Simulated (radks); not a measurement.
Values are calculated unless marked as measured or tabulated.
Isoelectronic series with 27 electrons, all held in the configuration [Ar] 3d7 4s2, which need not be the ground one along the series. Level of theory: Dirac Kohn-Sham, BLYP, spin-unpolarised, spherical densities, point nucleus; open shells fill j = l - 1/2 first (a radial shooting solver on a logarithmic mesh with Libxc functionals). Total energies (hartree) and orbital eigenvalues (hartree):

\begin{tabular}{lrrr}
ion & E (hartree) & 4s1/2 & 3d5/2 \\ \hline
Co & -1393.52467 & -0.19888 & -0.29410 \\
Ni+ & -1520.35183 & -0.55064 & -0.87332 \\
Cu2+ & -1653.32312 & -0.99289 & -1.61424 \\
Zn3+ & -1792.42391 & -1.51561 & -2.49728 \\
Ga4+ & -1937.65372 & -2.11376 & -3.51230 \\
Ge5+ & -2089.01995 & -2.78445 & -4.65335 \\
As6+ & -2246.53503 & -3.52588 & -5.91665 \\
Se7+ & -2410.21492 & -4.33688 & -7.29968 \\
Br8+ & -2580.07827 & -5.21667 & -8.80061 \\
Kr9+ & -2756.14597 & -6.16473 & -10.41813 \\
Rb10+ & -2938.44079 & -7.18071 & -12.15122 \\
Sr11+ & -3126.98721 & -8.26441 & -13.99911 \\
Zr13+ & -3522.94064 & -10.63456 & -18.03688 \\
Nb14+ & -3730.40423 & -11.92101 & -20.22585 \\
Mo15+ & -3944.23253 & -13.27512 & -22.52773 \\
\end{tabular}
